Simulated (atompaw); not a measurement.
## u(r) = r·R(r): atom against pseudo-atom (O (Z = 8))

Columns: radius, all-electron u(r) and pseudo u(r) of the 2s shell (level -39.61 eV) of oxygen in the configuration [He] 2s2 2p3; PBE, non-relativistic, PAW (atompaw) scheme, atompaw 4.2.0.5.

| r (bohr) | all-electron | pseudo |
| --- | --- | --- |
| 0.067 | 0.4014 | -0.0463 |
| 0.135 | 0.4133 | -0.1029 |
| 0.202 | 0.2501 | -0.1754 |
| 0.269 | 0.0242 | -0.2676 |
| 0.337 | -0.2111 | -0.3800 |
| 0.404 | -0.4211 | -0.5030 |
| 0.471 | -0.5983 | -0.6289 |
| 0.538 | -0.7394 | -0.7465 |
| 0.606 | -0.8467 | -0.8471 |
| 0.673 | -0.9202 | -0.9202 |
| 0.740 | -0.9659 | -0.9659 |
| 0.808 | -0.9887 | -0.9887 |
| 0.875 | -0.9920 | -0.9920 |
| 0.942 | -0.9805 | -0.9805 |
| 1.010 | -0.9571 | -0.9571 |
| 1.077 | -0.9253 | -0.9253 |
| 1.144 | -0.8873 | -0.8873 |
| 1.212 | -0.8446 | -0.8446 |
| 1.279 | -0.7998 | -0.7998 |
| 1.346 | -0.7536 | -0.7536 |
| 1.413 | -0.7071 | -0.7071 |
| 1.481 | -0.6604 | -0.6604 |
| 1.548 | -0.6154 | -0.6154 |
| 1.615 | -0.5718 | -0.5718 |
| 1.683 | -0.5294 | -0.5294 |
| 1.750 | -0.4896 | -0.4896 |

How many radial nodes do the two functions have?

The all-electron 2s function has n − l − 1 = 1; the pseudo-wave has 0, since the states of the same l below it are removed with the core.

At about which radius was the pseudo-wave matched?

0.65 bohr, where the columns begin to agree (steps of 0.07 bohr).

Is the pseudo-wave norm-conserving?

No, it belongs to a PAW set: the norm inside the radius is not constrained, and the difference is carried by the augmentation charge.
